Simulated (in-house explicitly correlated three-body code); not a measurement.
Computed with an exponentially correlated three-body code. Model: two electrons around a point charge, non-relativistic, variational in 260 exponentially correlated functions (energies converged to about 1e-7 hartree, or 1e-8 relative for large Z).

Command:
```bash
python run_hyl.py task.json out
```
Settings (lengths in bohr, energies in hartree):
```
Z                      1.5
nuclear_mass           1.4
interaction_strength   1
functions              260
states_tried           13
```

Cost of the run: 64 s on 1 thread of Arm Neoverse N1, on a shared host.

**Those bound S and P states to n = 4 that converged, binding against the one-electron ion.**

Given: nuclear charge 1.5; mass of the centre 1.4 electron masses.

Computed: one-electron threshold -0.65625 hartree.

```
term  energy (hartree)  binding (eV)
1 1S      -0.852422126        5.3381
2 3S      -0.688386663       0.87448
2 3P      -0.687560136       0.85199
2 1S       -0.68375642       0.74849
2 1P      -0.676314161       0.54597
3 3S                 ?             ?
3 1S                 ?             ?
4 3S      -0.662805646       0.17839
4 1S      -0.662353295       0.16608
```

Q: What belongs in the row 3 3S?

A: energy (hartree): -0.668663329; binding (eV): 0.33778.

Q: What belongs in the row 3 1S?

A: energy (hartree): -0.667507432; binding (eV): 0.30633.

**Converged states only, values per electron or pair.**

| term | mean r (bohr) | mean r squared (bohr²) | mean inverse r (1/bohr) | mean r12 (bohr) | mean inverse r12 (1/bohr) | mean cosine | mean p1 dot p2 (bohr⁻²) | delta r1 (bohr⁻³) | delta r12 (bohr⁻³) |
| --- | --- | --- | --- | --- | --- | --- | --- | --- | --- |
| 1 1S | 2.3021 | 7.4527 | 0.69861 | 3.3587 | 0.39098 | 0.049483 | -0.027079 | 0.13803 | 0.0050692 |
| 2 3S | ? | ? | ? | ? | ? | ? | ? | ? | - |
| 2 3P | 5.469 | 55.838 | 0.50452 | 9.3877 | 0.13844 | 0.002678 | -0.045201 | 0.10334 | - |
| 2 1S | 7.776 | 113.7 | 0.4872 | 13.909 | 0.094086 | 0.023261 | -0.013026 | 0.10837 | 0.00036882 |
| 2 1P | 8.9509 | 155.71 | 0.47557 | 16.233 | 0.074084 | 0.025405 | -0.0077215 | 0.10704 | 1.4253e-06 |
| 3 3S | 16.028 | 525.73 | 0.46001 | 30.365 | 0.042699 | 0.016732 | -0.004054 | 0.10716 | - |
| 3 1S | 17.578 | 637.01 | 0.45864 | 33.465 | 0.040913 | 0.013515 | -0.0057884 | 0.10709 | 9.9226e-05 |
| 4 3S | ? | ? | ? | ? | ? | ? | ? | ? | - |
| 4 1S | 31.626 | 2132 | 0.44916 | 61.549 | 0.022775 | 0.0084199 | -0.0032559 | 0.10677 | 3.9921e-05 |

Q: What belongs in the row 2 3S?

A: mean r (bohr): 6.8091; mean r squared (bohr²): 84.994; mean inverse r (1/bohr): 0.49208; mean r12 (bohr): 11.977; mean inverse r12 (1/bohr): 0.099454; mean cosine: 0.034134; mean p1 dot p2 (bohr⁻²): -0.0053794; delta r1 (bohr⁻³): 0.10878.

Q: What belongs in the row 4 3S?

A: mean r (bohr): 29.505; mean r squared (bohr²): 1850; mean inverse r (1/bohr): 0.44972; mean r12 (bohr): 57.306; mean inverse r12 (1/bohr): 0.023554; mean cosine: 0.0097865; mean p1 dot p2 (bohr⁻²): -0.0026083; delta r1 (bohr⁻³): 0.10683.
